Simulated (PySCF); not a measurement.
**Ionising PbBr**

PBE0; PySCF, scalar-relativistic core potentials, basis sets Pb cc-pVDZ-PP with ECP60, Br cc-pVDZ-PP with ECP10. Neutral (UKS): doublet (π ↑), Re = 2.631 Å, ωe = 211 cm⁻¹, De = 3.33 eV, HOMO -4.84 eV, LUMO -3.15 eV.

PbBr⁺ (UKS): singlet (closed shell), Re = 2.510 Å, ωe = 260 cm⁻¹. The energies at the minima are -609.71676 hartree for PbBr and -609.46602 for PbBr⁺.

Work out the adiabatic ionisation energy, without and with harmonic zero-point energies (1 hartree = 27.2114 eV, 1 eV = 8065.5 cm⁻¹), and the change of the bond length.

At PBE0: 0.25074 hartree = 6.823 eV between the minima; the zero-point term (260.0 − 211.0)/2 cm⁻¹ = +0.003 eV makes it 6.826 eV. Re changes by -12.1 pm against the neutral. The electron leaves a π orbital; in so polar a molecule the change of length follows mostly from the change of the ionic charges.

Spin–orbit coupling is left out, which matters for elements this heavy, above all for dissociation energies. States were picked by a PBE0 search and need not be the measured ground states.
